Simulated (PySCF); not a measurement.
Geometry:
```tsv
atom	x (Å)	y (Å)	z (Å)
C1	3.168	0.771	0.262
O2	2.391	-0.314	-0.212
C3	1.068	-0.216	-0.030
C4	0.250	-1.272	-0.484
C5	-1.097	-1.135	-0.280
C6	-1.552	0.035	0.359
C7	-3.004	0.265	0.622
N8	-0.715	0.971	0.751
N9	0.571	0.854	0.563
H10	2.877	1.698	-0.236
H11	3.035	0.898	1.338
H12	4.201	0.521	0.032
H13	0.694	-2.129	-0.964
H14	-1.797	-1.896	-0.596
H15	-3.560	0.271	-0.315
H16	-3.133	1.219	1.123
H17	-3.404	-0.530	1.249
```

Non-relativistic Hamiltonian, in vacuum, one computed conformer, averaged over atoms made equivalent by symmetry, fast rotation or ring inversion. Geometry from GFN2-xTB; σ from GIAO-PBE0/pcSseg-1; PySCF.

References, each an isolated molecule treated in the same way: $^{13}$C (σ = 186.93 ppm) vs TMS.

**Question.** Do the $^{13}$C shifts follow the atomic charges (in e)? Tabulate both.

**Answer.** 
| atoms | hybridisation | δ (ppm) | σ para (ppm) | Hirshfeld | IAO | Mulliken | ESP-fitted |
| --- | --- | --- | --- | --- | --- | --- | --- |
| C3 | sp2 | 170.1 | -239 | +0.13 | +0.30 | +0.43 | +0.88 |
| C6 | sp2 | 157.4 | -227 | +0.05 | +0.11 | -0.02 | +0.58 |
| C5 | sp2 | 132.8 | -202 | -0.04 | -0.15 | -0.07 | -0.24 |
| C4 | sp2 | 119.8 | -186 | -0.05 | -0.17 | -0.06 | -0.48 |
| C1 | sp3 | 56.8 | -113 | -0.04 | -0.21 | -0.01 | -0.06 |
| C7 | sp3 | 24.4 | -85 | -0.12 | -0.44 | -0.17 | -0.50 |

Correlation coefficients of δ with charge over these carbons: Hirshfeld +0.84, IAO +0.89, Mulliken +0.62, ESP-fitted +0.70; with the paramagnetic shielding -1.00. Among the 4 sp2 carbons alone: Hirshfeld +0.98, IAO +0.97, Mulliken +0.78, ESP-fitted +1.00. With so few points, grouped by hybridisation, these coefficients are fragile. Charge is one influence among several: hybridisation and low-lying excitations act through the paramagnetic term.

Shifts are as computed. Against solution values, carbons near 30 ppm lie about +3 ppm off and those near 130 ppm about +5 ppm. Of 1211 compounds with measured shifts, 218 miss one by over three times the rms of a fit or turn the order of signals round; such compounds aren't used in these exercises.
